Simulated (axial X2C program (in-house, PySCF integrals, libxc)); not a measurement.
# Correcting the dissociation energy of SbBr for spin–orbit coupling

A spin-free PBE0 curve (one-electron X2C) was computed with an in-house all-electron X2C program for linear molecules (integrals from PySCF), basis Sb dyall-cv3z [11s12p8d4f1g], Br dyall-cv3z [8s9p6d4f1g] (cores contracted in-house), for the state M_S = 1, Λ = 0 (beyond evenly filled blocks: π+α, π-α). It gives D0 = 2.806 eV to Sb + Br, which in a spin-free picture are the weighted means of the ground terms.

Measured levels of the ground terms (NIST Handbook of Basic Atomic Spectroscopic Data), in cm⁻¹: Sb 4S: J = 3/2 at 0; Br 2P: J = 3/2 at 0, J = 1/2 at 3685.2.

The molecular state has Λ = 0, so it has no first-order lowering.

Problem. How far does each ground level lie under the (2J+1)-weighted mean of its term?

Solution. Sb: a single level, 0; Br: (4 × 0 + 2 × 3685.2)/6 = 1228 cm⁻¹.

Problem. Correct D0.

Solution. D0 = 2.806 + (0 − 1228)/8065.5 = 2.654 eV at PBE0 with these spin–orbit terms. The direct two-component run gives 2.651 eV; the difference holds second-order terms in the molecule, scalar two-electron terms, the gap between measured and computed atomic splittings (a 2c atom can miss part of its lowering) and, in coupled cluster, the truncation of each run.

Second-order spin–orbit effects in the molecule, which grow quickly with Z, are left out. One determinant describes the state; a PBE0 search over occupations chose it and may have missed a lower one. De is counted from the lowest determinant-based energies of the atoms at the same level, without counterpoise correction. PBE0 can misorder states that lie within some tenths of an eV, so this need not be the ground state of the molecule. The nearest other spin-free determinant of the search, M_S = 0, Λ = 2, lies 0.79 eV up at the distance of the search.
